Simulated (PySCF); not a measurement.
Gas-phase reaction: MoO2Cl2 + 4 H + O2 ⇌ MoO2(OH)2 + 2 HCl. Level: ωB97M-V/def2-TZVP†; standard pressure 1 bar.

Energies from PySCF, thermal terms from the rigid-rotor harmonic-oscillator model, ideal gas at 1 bar. † marks an energy on the PBE0/def2-TZVP geometry and frequencies. Open shells (unrestricted): H (multiplicity 2), O2 (multiplicity 3); the rest are closed-shell singlets. Mo: scalar-relativistic def2 core potential, no spin-orbit coupling. No R ln 2 is added for the mirror-image form of MoO2(OH)2. The harmonic model lacks anharmonicity and excited electronic states, which grow with temperature; levels with a mode under 35 cm⁻¹ are left out. Soft modes under 120 cm⁻¹ make the harmonic entropy rough for MoO2Cl2.

| T (K) | 1000/T (1/K) | log10 K |
|---|---|---|
| 1200 | 0.8333 | 38.89 |
| 1400 | 0.7143 | 30.80 |
| 1600 | 0.6250 | 24.73 |
| 1800 | 0.5556 | 19.99 |
| 2000 | 0.5000 | 16.19 |
| 2500 | 0.4000 | ? |

**Question.** Fit log10 K = a + b·(1000/T) to the five rows, get the mean ΔH° and ΔS°, and predict log10 K at 2500 K.

**Answer.** Means: 1000/T = 0.6456, log10 K = 26.120. Sums of products about the means: Sxy = 4.74459, Sxx = 0.069675, so b = Sxy/Sxx = 68.10 and a = 26.120 − (68.10)×0.6456 = -17.85.
ΔH° = −R ln 10 × 1000 K × b = −19.145 × (68.10) = -1304 kJ; ΔS° = R ln 10 × a = -342 J/K. The run's own values go from -1298 kJ and -338 J/K at 1200 K to -1312 kJ and -346 J/K at 2500 K.
Prediction at 2500 K: -17.85 + (68.10)×0.4000 = 9.39. The computed value is 9.35, 0.04 from the line.
For scale, ΔH°(298 K) is -1275 kJ at this level, -1252 kJ at ωB97X-V/def2-TZVP†, and runs from -1588 to -1020 kJ over the 18 levels computed.
